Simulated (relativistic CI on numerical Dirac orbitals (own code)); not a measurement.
## Radial parameters of Sn XIV

Method of calculation: Dirac-Coulomb-Breit CI, KLI orbitals optimised for each configuration, QED by a radiative potential, unscaled Slater integrals (own radial code, finite nucleus).

Slater integrals F^k, G^k are unscaled and averaged over j, outside the closed core [Ar] 3d10; ζ comes from projecting the Hamiltonian with its Breit term on Σ l·s of the shell.

- 4s2 4p6 4d: ζ(4d) = 5193.9 cm⁻¹; <r>(4d) = 0.8636, <r^2>(4d) = 0.8515 (bohr units).
- 4s2 4p5 4d2: ζ(4p) = 49785, F^2(4d,4d) = 118140, F^4(4d,4d) = 79923, F^2(4p,4d) = 122820, G^1(4p,4d) = 155700, G^3(4p,4d) = 98262, ζ(4d) = 5189.1 cm⁻¹; <r>(4p) = 0.8014, <r^2>(4p) = 0.7252, <r>(4d) = 0.8626, <r^2>(4d) = 0.8495 (bohr units).
- 4s2 4p6 4f: ζ(4f) = 244.91 cm⁻¹; <r>(4f) = 0.9466, <r^2>(4f) = 1.031 (bohr units).

**Question.** Give the Racah parameters of the d shell in 4s2 4p5 4d2.

**Answer.** B = F²/49 − 5F⁴/441 = 1505 cm⁻¹ and C = 35F⁴/441 = 6343 cm⁻¹.

Averages of the first 10 configurations, taken without configuration mixing, which lowers the lowest level and can move excited configurations by several eV; other configurations of the list can lie among them:

```csv
Configuration,Parity,States,Average energy above the lowest level (eV)
4s2 4p6 4d,even,10,2.5
4s2 4p5 4d2,odd,270,77.3
4s2 4p6 4f,odd,14,84.8
4s 4p6 4d2,even,90,132.8
4s2 4p6 5s,even,2,83.8
4s2 4p5 4d 4f,even,840,158.4
4s2 4p6 5p,odd,6,102.8
4s 4p6 4d 4f,odd,280,214.2
4s2 4p6 5d,even,10,132.2
4s2 4p5 4d 5s,odd,120,158.2
```
